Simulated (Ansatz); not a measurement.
Compare A (`S[SiH2][SiH2]CCl`) with its isomer B (`[SiH3]SC[SiH2]Cl`).

Calculated with Ansatz (gas phase, PBE0-D4/def2-TZVP geometries, no zero-point term in ΔE). CCSD(T)/CBS is the MP2 limit (def2-TZVPP, def2-QZVPP) plus CCSD(T) − MP2 in def2-TZVPP, frozen cores. Functionals use def2-TZVPP. B3LYP here is the variant with VWN-RPA as its local correlation; programs differ in this. Each species was taken in one conformer, which may not be the lowest.

A:

Z-matrix (Å, degrees):
```
Si
Si 1 2.344
S 1 2.144 2 109.7
H 1 1.486 2 111.7 3 115.4
H 1 1.490 2 111.0 3 -123.9
C 2 1.889 1 111.3 3 175.7
H 2 1.485 1 109.6 3 -63.2
H 2 1.488 1 108.5 3 56.0
H 3 1.344 1 94.8 2 -53.2
Cl 6 1.786 2 110.2 1 -179.0
H 6 1.090 2 111.7 1 -59.7
H 6 1.091 2 111.6 1 61.7
```

B:

```xyz
12

Si   -0.4418   -1.4647   -1.5442
S     0.6035   -1.4621    0.3189
C     1.0597    0.2915    0.5306
Si   -0.2496    1.2971    1.4060
Cl   -1.8734    1.5351    0.1673
H     0.2046   -0.4765   -2.4477
H    -1.8885   -1.1594   -1.4365
H    -0.2766   -2.8439   -2.0678
H     1.3297    0.7346   -0.4309
H     1.9654    0.2876    1.1451
H     0.2657    2.6533    1.7234
H    -0.6988    0.6074    2.6356
```

(1) Which isomer does CCSD(T)/CBS put lower? Give the gap. (Best estimate.)

(2) Give E(B) − E(A) in kcal/mol with ωB97M-V, MP2/def2-TZVPP, B3LYP-D4, CCSD(T)/def2-TZVPP, r2SCAN-D4, PBE-D4, B2PLYP. (Best estimate.)

Largest T1 diagnostic: 0.011.

Results:

(1) Computed: B, by 27.4 kcal/mol.

(2) Computed: ωB97M-V -28.4, MP2/def2-TZVPP -29.6, B3LYP-D4 -26.9, CCSD(T)/def2-TZVPP -26.6, r2SCAN-D4 -26.2, PBE-D4 -23.5, B2PLYP -26.9. None reverses the order clearly.

From PBE to PBE0 (25 % exact exchange), in def2-TZVPP and without D4, E(B) − E(A) moves by −1.7 kcal/mol. The D4 term adds −1.9 kcal/mol with B3LYP and −1.0 kcal/mol with PBE0; it sums over pairs of atoms, weighted by their polarisabilities, and B3LYP, whose exchange is more repulsive, gets the larger term.
